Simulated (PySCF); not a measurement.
Molecule: SMILES ClC1CCCCC1, C₆H₁₁Cl.

Atoms are numbered as in `[Cl:1][CH:2]1[CH2:3][CH2:4][CH2:5][CH2:6][CH2:7]1`; H(Xn) means a hydrogen on atom n. Ha(C3), Ha(C4), Ha(C5), Ha(C6), Ha(C7) are cis to Cl1 on the ring; Hb(C3), Hb(C4), Hb(C5), Hb(C6), Hb(C7) are trans to Cl1 on the ring.

Geometry PBE0-D3(BJ)/def2-SVP throughout; GIAO in PySCF 2.14, gas phase, one conformer, non-relativistic; equivalent atoms averaged; functional PBE0.

For orientation, 6-31G* gives these absolute shieldings σ: Cl1 836.1, C3/C7 160.8, C4/C6 173.8, H(C2) 27.79, Ha(C3)/Ha(C7) 30.12, Ha(C4)/Ha(C6) 29.92, Hb(C4)/Hb(C6) 30.64, Hb(C3)/Hb(C7) 30.38, Hb(C5) 30.69 ppm.

A run gave: Cl1 806.3, C3/C7 150.3, C4/C6 164.6, H(C2) 27.11, Ha(C3)/Ha(C7) 29.56, Ha(C4)/Ha(C6) 29.51, Hb(C4)/Hb(C6) 30.12, Hb(C3)/Hb(C7) 29.92, Hb(C5) 30.34 ppm (absolute shieldings σ).

Which basis set was used in that run?
A. def2-SVP
B. 6-311+G(2d,p)
C. cc-pVDZ
D. STO-3G

## Answers

B. Cl1 tells them apart best: 6-311+G(2d,p) gives 806.3, def2-SVP gives 851.9, STO-3G gives 981.4, cc-pVDZ gives 840.6 ppm.
